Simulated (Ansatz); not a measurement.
Ansatz (a program for electronic structure) input:

Ansatz 0.2 input:
```yaml
crystal:
  periodic: [false, false, false]
  atoms:
    - {symbol: Cl, position_ang: [-0.00000000, -0.00000000, -1.35530721]}
    - {symbol: Cl, position_ang: [0.00000000, 0.00000000, 1.35530721]}
basis:
  gaussian:
    orbitals: def2-SVP
hamiltonian:
  xc: {name: PBE0}
total_charge: -1
magnetization: {spin_polarized: true, initial_magnetization: 1}
```

Predict the final energy.

-919.84079 Eh (PBE0/def2-SVP). The basis has 36 functions.
